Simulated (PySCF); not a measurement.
## Correlation energy of Zn²⁺ (zinc, charge +2)

[Ar] 3d9 4s1, high-spin 3D determinant (an excited configuration). Computed with PySCF 2.14 in ANO-RCC-VTZP (6s5p3d2f1g, 59 functions), with scalar relativity by spin-free X2C-1e. Frozen: [Ne]; 18 electrons correlated.

| level | correlation energy (mhartree) |
| --- | --- |
| CCSD | -611.53 |
| (T) | -9.56 |
| CCSD(T) | -621.09 |

Diagnostics: T1 = 0.0083, D1 = 0.0201, largest double amplitude 0.016.

**Question.** Is a single reference adequate?

**Answer.** Yes: T1 lies below 0.03 and no double amplitude reaches 0.07.
